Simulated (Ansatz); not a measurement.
Consider the cleavage of the Sn–B bond: `O[BH][SnH2][OH]` + H–F → `[OH][SnH2][F]` + `BO`.

Computed with Ansatz on PBE0-D4/def2-TZVP structures; ΔE is electronic, products minus reactants. CCSD(T)/CBS adds triple-zeta CCSD(T) − MP2 to the extrapolated MP2 energy (def2 sets, frozen cores). This one scheme is used for every species. DFT in def2-TZVPP. HSE06 is defined as in plane-wave codes. def2 core potentials past Kr. For Sn outer-core shells are correlated without core-valence functions, which leaves a few kJ/mol of doubt a bond. Each species was taken in one conformer, which may not be the lowest.

```
          species  HSE06-D4 energy (Eh)
`O[BH][SnH2][OH]`            -392.51317
              H–F            -100.39003
  `[OH][SnH2][F]`            -391.10602
             `BO`            -101.82360
```

**Question.** Work out ΔE.

**Answer.** ΔE = (-391.10602) + (-101.82360) − (-392.51317) − (-100.39003) = -0.02642 Eh = -69.4 kJ/mol. CCSD(T)/CBS gives -75.2 kJ/mol.

Largest T1 diagnostic among the species: 0.015.

In def2-TZVPP, CCSD(T) changes the Hartree–Fock value by +30.2 kJ/mol (the triples alone add +2.0 kJ/mol) and MP2 by +30.0 kJ/mol. At CCSD(T), def2-SVP lies −8.9 kJ/mol from the extrapolated value and def2-TZVPP +2.8 kJ/mol.
